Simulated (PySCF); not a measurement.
**Electron correlation in Ca (calcium, neutral)**

[Ar] 4s1 4p1, high-spin 3P determinant (an excited configuration). Calculation: PySCF 2.14, in aug-cc-pVTZ-X2C; scalar relativity by spin-free X2C-1e. Frozen: [Ar]; 2 electrons correlated.

With two correlated electrons CCSD is exact within the correlated space (frozen core and kept virtual orbitals).

```tsv
level	correlation energy (mhartree)
CCSD	-3.98
```

Diagnostics: T1 = 0.013, D1 = 0.0238, largest double amplitude 0.055.

**Question.** Is a single reference adequate?

**Answer.** Yes: T1 lies below 0.03 and no double amplitude reaches 0.07.
